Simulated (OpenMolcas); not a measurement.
# Pt2+: moving the ligands

Pt2+ with 6 ligands (water) in trigonal antiprismatic coordination (D3d) at 2.28 Å, a polar angle of 56.4° against the regular 54.74°. Ligand basis ANO-RCC-VDZP.

```
Program             : OpenMolcas 26.06
Method              : SS-CASPT2, IPEA 0.25 Eh, imaginary shift 0.1 Eh (closed shells correlated: 5s 5p and the ligand valence shells)
Basis               : ANO-RCC-VDZP [7s6p4d2f]
Scalar Hamiltonian  : DKH2, point nucleus
Active space        : 8 electrons in 5 orbitals (5d)
State averaging     : 2S+1 = 3 even, 10 roots; 2S+1 = 1 even, 15 roots
Spin-orbit coupling : state interaction with AMFI integrals over the reference wave functions
```

Runs around this geometry, states. Energies in cm-1 above the lowest state or level, χT in cm3 K/mol.

```json
{"R (Å)": "2.16", "Polar angle / regular": "0.968", "Ground state": "2S+1 = 3", "First state of that spin": "18130", "First gap with spin-orbit (degeneracies)": "77 (1, 2)", "χT at 300 K": "1.646", "First state of another spin": "2S+1 = 1: 9020"}
{"R (Å)": "2.11", "Polar angle / regular": "1.03", "Ground state": "2S+1 = 3", "First state of that spin": "20660", "First gap with spin-orbit (degeneracies)": "44 (1, 2)", "χT at 300 K": "1.567", "First state of another spin": "2S+1 = 1: 8890"}
{"R (Å)": "2.28", "Polar angle / regular": "1.03", "Ground state": "2S+1 = 3", "First state of that spin": "13180", "First gap with spin-orbit (degeneracies)": "64 (1, 2)", "χT at 300 K": "1.865", "First state of another spin": "2S+1 = 1: 9320"}
```

Roots that are degenerate in the reference are averaged as groups; the widest CASPT2 spread within a group is 130 cm-1 (the 2-fold group of multiplicity 3 near 26000 cm-1 above the lowest state of its run, R = 2.16, ratio = 0.968). Shifts and gaps below about the spread of the groups concerned are not significant. Over all roots computed the reference weight is 0.69 to 0.70 in R = 2.16 in ratio = 0.968, 0.69 to 0.70 in R = 2.11 in ratio = 1.03, 0.69 to 0.70 in R = 2.28 in ratio = 1.03; a low but even weight reflects the number of correlated electrons. Real 4d8 and 5d8 ions are as a rule square planar and diamagnetic. Ligand-to-metal charge-transfer states are missing. With no ligand orbital active B as a rule stays too high, so bands that hang on it stand too high and its fall with covalency is understated. With one d shell and no ligand orbital active, 10Dq can be off by a tenth or more. The least metal-like active orbital is 84 % on the metal (Löwdin) and no ligand orbital is active, so the numbers are rough (holds for R = 2.11, ratio = 1.03). No measured value stands beside these numbers; the geometry was imposed, not optimised, and the real ion may take another.

A state without a sure symmetry label is named by its multiplicity alone.
